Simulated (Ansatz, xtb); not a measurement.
**CH2AlFO: which of two structures lies lower**

We compare I, `[F][Al]1[CH2][O]1`, a singlet, with II, a singlet given by its coordinates. Both are isolated molecules in the gas phase, relaxed with PBE0-D3(BJ)/def2-SVP.

I (Å):

```xyz
6

C    -1.0042   -1.5437    1.2734
Al   -1.2758    0.0718    0.3512
F    -1.5040    1.3406   -0.6750
O    -1.1468   -0.2634    2.0183
H    -0.0172   -2.0151    1.3991
H    -1.8073   -2.2658    1.4871
```

II (Å):

```xyz
6

C    -0.7039    1.0480    0.6187
Al    0.1950    2.7106    1.0273
F     1.6464    2.9714    0.2517
O    -0.0007    0.8707    1.6423
H    -1.2744    0.1735    0.2353
H    -0.4363    3.8012    1.9585
```

Close contacts (Å): C1–Al2 1.93, C1–O4 1.25, Al2–F3 1.67, Al2–O4 1.95, C1–H5 1.11, Al2–H6 1.57.

Problem. Estimate E(II) − E(I) at the level CCSD(T)/def2-TZVPP.

Solution. Calculated at CCSD(T)/def2-TZVPP: E(II) − E(I) = −16.5 kJ/mol, so structure II lies lower.

Level by level:

```
               level              geometry  E(II) − E(I) (kJ/mol)  departure from the last row (kJ/mol)  job, with rough time for the two
            GFN2-xTB              GFN2-xTB                   −20.6                                  −4.1              optimisation, 0.33 s
           HF/STO-3G              GFN2-xTB                   −60.8                                 −44.3              single point, 0.71 s
  r2SCAN-D4/def2-SVP              GFN2-xTB                   −19.8                                  −3.4               single point, 3.7 s
PBE0-D3(BJ)/def2-SVP  PBE0-D3(BJ)/def2-SVP                   −22.4                                  −6.0                optimisation, 42 s
       HF/def2-TZVPP  PBE0-D3(BJ)/def2-SVP                   −53.3                                 −36.8           part of the CCSD(T) run
      MP2/def2-TZVPP  PBE0-D3(BJ)/def2-SVP                    −3.8                                 +12.6           part of the CCSD(T) run
  CCSD(T)/def2-TZVPP  PBE0-D3(BJ)/def2-SVP                   −16.5                                                      single point, 75 s
```

None of the levels shown reverses the order. The largest departure from CCSD(T)/def2-TZVPP is that of HF/STO-3G, 44.3 kJ/mol.

With harmonic frequencies from PBE0-D3(BJ)/def2-SVP (ideal gas, rigid rotor, one conformer each, 298.15 K, 1 atm): the zero-point term adds −11.5 kJ/mol; ΔH is −27.1 and ΔG −28.5 kJ/mol.

The correlated steps freeze 8 core orbitals. Mirror images aren't counted in ΔG. Run with Ansatz 0.2.0, xtb 6.7.1; the last row on 2 threads of Intel(R) Xeon(R) Processor @ 2.50GHz (Skylake/Cascade Lake) on a shared host.
